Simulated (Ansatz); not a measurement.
The cluster Pt₂H₂ (the lowest singlet isomer of a short search) was relaxed with PBE0-D4 (def2-TZVP) in Ansatz in these states: neutral quintet, neutral singlet, neutral triplet. The geometries follow in no particular order.

In the def2 sets Pt takes a core potential; there is no spin–orbit coupling.

A:

```xyz
4

Pt   -0.5312   -1.0818    0.4529
Pt    0.0687    1.2714    0.1916
H    -0.4503    1.3084   -1.2239
H     0.9129   -1.4979    0.5794
```

B:

```xyz
4

Pt   -0.668    0.011    0.526
Pt    1.085   -0.567   -1.099
H     0.933   -0.686    0.774
H    -1.351    1.242   -0.201
```

C:

Cartesian coordinates in Å:
```
Pt 0.4168 -1.1343 -0.0842
Pt -0.4169 1.1342 0.0847
H 0.8561 1.9692 0.2797
H -0.8561 -1.9691 -0.2803
```

Question: Judge from the bond lengths which geometry belongs to which state (an estimate).

Answer: A is the neutral singlet (Pt2–H3 1.508 Å, Pt1–H4 1.508 Å, Pt1–Pt2 2.442 Å); B is the neutral quintet (Pt2–H3 1.883 Å, Pt1–H4 1.584 Å, Pt1–Pt2 2.459 Å); C is the neutral triplet (Pt2–H3 1.535 Å, Pt1–H4 1.535 Å, Pt1–Pt2 2.423 Å).

At PBE0-D4/def2-TZVP a singlet lies 2.62 eV below the neutral quintet. At PBE0-D4/def2-TZVP a singlet lies 0.39 eV below the neutral triplet. These are the stationary points nearest to one start from a short search; other shapes may lie lower in each state.
